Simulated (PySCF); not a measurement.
**Magnetic susceptibility: `[C@@H]1(OC)C=C[C@@H](O)CC1`, C$_{7}$H$_{12}$O$_{2}$**

Geometry:
| atom | x (Å) | y (Å) | z (Å) |
| --- | --- | --- | --- |
| C1 | -3.101 | -0.266 | -0.349 |
| O2 | -2.002 | -0.804 | 0.337 |
| C3 | -0.738 | -0.497 | -0.223 |
| C4 | 0.260 | -1.413 | 0.427 |
| C5 | 1.470 | -1.039 | 0.805 |
| C6 | 2.015 | 0.352 | 0.623 |
| O7 | 3.377 | 0.336 | 0.245 |
| C8 | 1.151 | 1.137 | -0.370 |
| C9 | -0.326 | 0.969 | -0.034 |
| H10 | -3.161 | 0.823 | -0.244 |
| H11 | -3.066 | -0.517 | -1.417 |
| H12 | -3.988 | -0.714 | 0.097 |
| H13 | -0.769 | -0.724 | -1.308 |
| H14 | -0.093 | -2.421 | 0.586 |
| H15 | 2.151 | -1.740 | 1.267 |
| H16 | 2.014 | 0.862 | 1.595 |
| H17 | 3.457 | -0.137 | -0.592 |
| H18 | 1.432 | 2.191 | -0.348 |
| H19 | 1.341 | 0.757 | -1.379 |
| H20 | -0.928 | 1.618 | -0.673 |
| H21 | -0.505 | 1.245 | 1.007 |

Method used: PySCF, GIAO B3LYP/pcSseg-1 magnetisability, rotational g tensor and spin-rotation constants, non-relativistic, gas phase. Geometry: GFN2-xTB.

(1) What are the magnetisability and the molar susceptibility?

(2) Split it along the inertial axes a, b, c into diamagnetic and paramagnetic parts about the centre of mass, with the quadrupole moment.

(3) And the rotational g tensor?

Results:

(1) Isotropic -1364 × 10⁻³⁰ J/T², or -82.2 × 10⁻⁶ cm³/mol; principal values -1442, -1363, -1288 × 10⁻³⁰ J/T², anisotropy 134 × 10⁻³⁰ J/T² (root of half the summed squared differences of the principal values). The susceptibility is in cgs units.

(2) 
```csv
axis,χ (10⁻⁶ cm³/mol),diamagnetic (10⁻⁶ cm³/mol),paramagnetic (10⁻⁶ cm³/mol),summed x² of all electrons (Å²),quadrupole Θ (D Å)
a,-85.7,-420.0,334.3,308.7,-5.42
b,-78.5,-1416.4,1337.9,73.9,+1.92
c,-82.3,-1623.2,1540.9,25.1,+3.50
```
Anisotropies 2χaa − χbb − χcc = -10.5 and 2χbb − χaa − χcc = +10.9 × 10⁻⁶ cm³/mol. Θ is traceless in Buckingham's convention.

(3) 
| axis | rotational constant (GHz) | g | nuclear part | electronic part |
| --- | --- | --- | --- | --- |
| a | 4.2560 | -0.0223 | 0.6462 | -0.6684 |
| b | 0.9250 | -0.0098 | 0.5716 | -0.5814 |
| c | 0.8011 | -0.0074 | 0.5725 | -0.5799 |

Asymmetric top; isotopes 12C, 1H, 16O; no vibrational averaging.
